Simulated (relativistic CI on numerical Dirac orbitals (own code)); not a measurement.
Calculated levels, Nd⁴⁺

Method of calculation: Dirac-Coulomb-Breit CI, separate exchange-only KLI orbitals for each configuration, model QED (radiative potential, 1s self-energy scaled to tabulated hydrogen-like ionisation energies), valence Slater integrals scaled by 0.75 (own radial code, finite nucleus).

Configuration list (outside the closed core [Xe]): 4f2.

The lowest level is 4f2 3H_4, with 96 % of that term; Hund's rules for 4f2 give 3H with J = 4, in agreement.

| No. | Configuration | Term | J | E (eV) | % | Next component (%) | Lifetime (s) | jj configuration (%) |
| --- | --- | --- | --- | --- | --- | --- | --- | --- |
| 1 | 4f2 | 3H | 4 | 0.0000 | 96 | 4 1G |  | 4f5/2^2 (90) |
| 2 | 4f2 | 3H | 5 | 0.3456 | 100 |  | 1.82e+00 | 4f5/2 4f7/2 (100) |
| 3 | 4f2 | 3H | 6 | 0.6939 | 100 |  | 2.02e+00 | 4f7/2^2 (81) |
| 4 | 4f2 | 3F | 2 | 0.7302 | 97 | 3 1D |  | 4f5/2^2 (70) |
| 5 | 4f2 | 1G | 4 | 0.9372 | 53 | 44 3F | 1.92e+00 | 4f5/2 4f7/2 (91) |
| 6 | 4f2 | 3F | 3 | 0.9555 | 100 |  | 5.91e+00 | 4f5/2 4f7/2 (100) |
| 7 | 4f2 | 3F | 4 | 1.3946 | 56 | 43 1G | 7.62e-01 | 4f7/2^2 (99) |
| 8 | 4f2 | 1D | 2 | 2.5041 | 88 | 9 3P | 3.10e-01 | 4f5/2 4f7/2 (42) |
| 9 | 4f2 | 1I | 6 | 2.9733 | 100 |  | 5.72e-01 | 4f5/2 4f7/2 (81) |
| 10 | 4f2 | 3P | 0 | 3.0672 | 99 | 1 1S | 6.60e+00 | 4f5/2^2 (68) |
| 11 | 4f2 | 3P | 1 | 3.1705 | 100 |  | 1.95e+00 | 4f5/2 4f7/2 (100) |
| 12 | 4f2 | 3P | 2 | 3.3572 | 91 | 9 1D | 6.15e-01 | 4f7/2^2 (65) |
| 13 | 4f2 | 1S | 0 | 6.7288 | 99 | 1 3P | 4.78e-02 | 4f7/2^2 (68) |

Energies count from the lowest computed level; lifetimes are radiative, by E1, M1, E2, M2 decay to levels of this space only; some are left blank where a channel outside the calculation adds to the decay or the decay crosses a small, uncertain gap. Filled j subshells are mostly left out of the jj labels.

The mean weight of the leading LS term, summed over parents, in these 13 levels is 90 %, and that of the leading jj configuration (from the same eigenvectors) 81 %.

One configuration and one scale for all Slater integrals: terms of lower spin can come out thousands of cm⁻¹ low, and their order can be wrong. 10 of the 11 excited levels that our extract of the measured tables holds in this range could be paired (the sources list more); they are missed by 671 cm⁻¹ on average and 2937 at most, and levels without a partner can miss by more. Some levels of the ground configuration have no partner and can miss by 10 % or more.

Landé's interval rule says that E(J) − E(J−1) = AJ with one A. For the ground term the intervals give A = 557.5, 468.2 cm⁻¹ for J = 5, 6; the multiplet is regular.

LS names give the leading component of a level, which can be under half, so a name can repeat, a term be missing and a line seem to break the LS rules.
